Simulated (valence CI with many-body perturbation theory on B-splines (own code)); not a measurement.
Which ion has this spectrum?

A relativistic CI+MBPT calculation for an atom or ion with 21 electrons gives these levels (cm⁻¹):

```tsv
J	Parity	E	g
3/2	even	0	0.73
5/2	even	607289	1.05
3/2	even	659383	1.16
9/2	even	689229	1.03
7/2	even	691590	1.03
1/2	even	704325	1.79
5/2	even	902211	1.23
7/2	even	1286447	1.12
9/2	even	1325167	1.13
3/2	even	1369546	1.10
1/2	even	1394170	1.52
11/2	even	1403663	1.08
5/2	even	1405768	1.30
5/2	even	1481579	1.09
```

The energies are calculated, and their last digits are not significant.

Q: Which is it?
A. Pt57+
B. W53+
C. Ta52+
D. Os55+

A: D. Os55+, ground level (3d3/2^3) J=3/2.
